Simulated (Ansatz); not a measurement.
```yaml
crystal:
  periodic: [false, false, false]
  atoms:
    - {symbol: C, position_ang: [-0.775618, 1.257060, 0.201486]}
    - {symbol: C, position_ang: [-0.309356, -0.039942, 0.909192]}
    - {symbol: Ge, position_ang: [1.632977, -0.636181, 0.501437]}
    - {symbol: N, position_ang: [0.925413, -1.167831, -1.338266]}
    - {symbol: H, position_ang: [-0.979066, 1.451118, -0.946852]}
    - {symbol: H, position_ang: [-1.928966, 1.488324, 0.877981]}
    - {symbol: H, position_ang: [-0.143813, 1.924450, 0.755888]}
    - {symbol: H, position_ang: [-1.231155, -0.870897, 0.736904]}
    - {symbol: H, position_ang: [-0.033569, 0.109165, 1.950976]}
    - {symbol: H, position_ang: [0.105605, -1.562822, -1.440123]}
    - {symbol: H, position_ang: [1.918342, -1.693397, -2.117989]}
basis:
  gaussian: {orbitals: STO-3G}
hamiltonian: {xc: {name: PBE}, dispersion: d3bjatm}
scf: {lower_state_search: off}
smearing: {width: 0.1}
```

```sh
$ ansatz run in.yaml --threads 4 --pin off --events-out ev --progress --plain --max-ram 10444MiB
```

It prints (some lines left out):

```
Error: YAML parse error: error: line 19 column 1: unknown field `smearing`, expected one of crystal, accuracy, basis, kpoints, hamiltonian, magnetization, projection, total_charge, correlation, batch, efield, external_charges, scf, relax, neb, saddle, md, ramp, phonons, dielectric, real_time, elastic, magnetic_configurations, gw, evaluate, workflow, output, checkpoint, execution
17 | hamiltonian: {xc: {name: PBE}, dispersion: d3bjatm}
18 | scf: {lower_state_search: off}
19 | smearing: {width: 0.1}
```

(1) What is wrong with this run?

Answers

(1) The input holds a key that doesn't belong there. The program refused the input.
